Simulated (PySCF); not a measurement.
## Correlation energy of Cl³⁺ (chlorine, charge +3)

[Ne] 3s2 3p2, high-spin 3P determinant. All numbers are calculated (PySCF 2.14, the non-relativistic Hamiltonian (point nucleus), in aug-cc-pwCVDZ). Frozen: [Ne]; 4 electrons correlated.

```tsv
level	correlation energy (mhartree)
CCSD	-83.24
(T)	-0.98
CCSD(T)	-84.22
CCSDT	-84.55
```

Diagnostics: T1 = 0.0071, D1 = 0.0192, largest double amplitude 0.106.

Q: Is a single reference adequate?

A: Mostly. T1 lies below 0.03, but a double amplitude of this size points to a near-degeneracy that CCSD handles and MP2 describes poorly.
